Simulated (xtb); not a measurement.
IPb (SMILES [I][Pb]), doublet, from a rough starting geometry (GFN-xTB shapes and energies of metal compounds can be far from the true ones) (the spin is typed, not shown lowest); GFN2-xTB run with xtb.

The xtb input:
```
$ xtb mol.xyz --gfn 2 --uhf 1 --opt vtight --json

# file mol.xyz
2

Pb    -0.87900410    -0.68114353    -0.75122692
I      0.94915609     0.69122133     0.78617498
```

The log (banner, timings and long lists left out):

```
   ID    Z sym.   atoms
    1   82 Pb     1
    2   53 I      2

           -------------------------------------------------
          |                Calculation Setup                |
           -------------------------------------------------

           -------------------------------------------------
          |                 G F N 2 - x T B                 |
           -------------------------------------------------

          ...................................................
          :                      SETUP                      :
          :.................................................:
          :  # basis functions                  14          :
          :  # atomic orbitals                  13          :
          :  # shells                            5          :
          :  # electrons                        11          :
          :  max. iterations                   250          :
          :  Hamiltonian                  GFN2-xTB          :
          :  restarted?                      false          :
          :  GBSA solvation                  false          :
          :  PC potential                    false          :
          :  electronic temp.          300.0000000     K    :
          :  accuracy                    1.0000000          :
          :  -> integral cutoff          0.2500000E+02      :
          :  -> integral neglect         0.1000000E-07      :
          :  -> SCF convergence          0.1000000E-05 Eh   :
          :  -> wf. convergence          0.1000000E-03 e    :
          :  Broyden damping             0.4000000          :
          :  net charge                          0          :
          :  unpaired electrons                  1          :
          ...................................................

 iter      E             dE          RMSdq      gap      omega  full diag
   1     -6.0918330 -0.609183E+01  0.104E+01    0.00       0.0  T
   2     -6.1397102 -0.478771E-01  0.814E+00    0.00       1.0  T
   3     -6.1471462 -0.743602E-02  0.480E+00    0.00       1.0  T
   4     -6.1466327  0.513539E-03  0.264E+00    0.00       1.0  T
   5     -6.1486286 -0.199596E-02  0.991E-01    0.00       1.0  T
   6     -6.1487396 -0.111005E-03  0.366E-01    0.00       1.0  T
   7     -6.1487413 -0.164338E-05  0.138E-01    0.00       1.0  T
   8     -6.1487514 -0.101408E-04  0.151E-02    0.00       4.7  T
   9     -6.1487514  0.926418E-08  0.449E-03    0.00      15.8  T
[...]
         :: total energy              -6.145986307389 Eh    ::
 * total energy  :    -6.1459863 Eh     change       -0.3126388E-12 Eh
 * total energy  :    -6.1314422 Eh     change        0.1454410E-01 Eh
 * total energy  :    -6.1450948 Eh     change       -0.1365257E-01 Eh
 * total energy  :    -6.1444647 Eh     change        0.6300523E-03 Eh
 * total energy  :    -6.1461340 Eh     change       -0.1669255E-02 Eh
 * total energy  :    -6.1461689 Eh     change       -0.3494998E-04 Eh
 * total energy  :    -6.1461699 Eh     change       -0.9674492E-06 Eh
 * total energy  :    -6.1461703 Eh     change       -0.4218320E-06 Eh
 * total energy  :    -6.1461703 Eh     change       -0.1634959E-10 Eh
   *** GEOMETRY OPTIMIZATION CONVERGED AFTER 9 ITERATIONS ***
         :: total energy              -6.146170320025 Eh    ::
[...]
         7        0.5000           -0.2713041              -7.3826 (LUMO)
         8                         -0.1051845              -2.8622
         9                          0.0759121               2.0657
        10                          0.0759121               2.0657
        11                          0.0977002               2.6586
        12                          0.0977002               2.6586
        13                          0.3051054               8.3023
      -------------------------------------------------------------
                  HL-Gap            0.0000000 Eh            0.0000 eV
             Fermi-level           -0.3006423 Eh           -8.1809 eV

     #   Z          covCN         q      C6AA      α(0)
     1  82 Pb       0.918     0.333   535.427    51.198
     2  53 I        0.918    -0.333   397.206    34.405

 Mol. C6AA /au·bohr⁶  :       1837.530903
 Mol. C8AA /au·bohr⁸  :     230369.024631
 Mol. α(0) /au        :         85.602653

Wiberg/Mayer (AO) data.
largest (>0.10) Wiberg bond orders for each atom

 ---------------------------------------------------------------------------
     #   Z sym  total        # sym  WBO       # sym  WBO       # sym  WBO
 ---------------------------------------------------------------------------
     1  82 Pb   0.970 --     2 I    0.970
     2  53 I    0.970 --     1 Pb   0.970
 ---------------------------------------------------------------------------

Topologies differ in total number of bonds
Writing topology from bond orders to xtbtopo.mol

molecular dipole:
                 x           y           z       tot (Debye)
 q only:       -1.164      -0.874      -0.979
   full:       -2.071      -1.555      -1.742       7.934
molecular quadrupole (traceless):
                xx          xy          yy          xz          yz          zz
 q only:       -0.114      -0.103       0.093      -0.155      -0.057       0.021
  q+dip:       -0.731      -1.818       0.586      -2.106      -1.476       0.145
   full:       -0.538      -1.220       0.432      -1.437      -0.973       0.106

optimized geometry written to: xtbopt.xyz

           -------------------------------------------------
          | TOTAL ENERGY               -6.146170320025 Eh   |
          | GRADIENT NORM               0.000000007759 Eh/α |
          | HOMO-LUMO GAP               0.000000000000 eV   |
           -------------------------------------------------
```
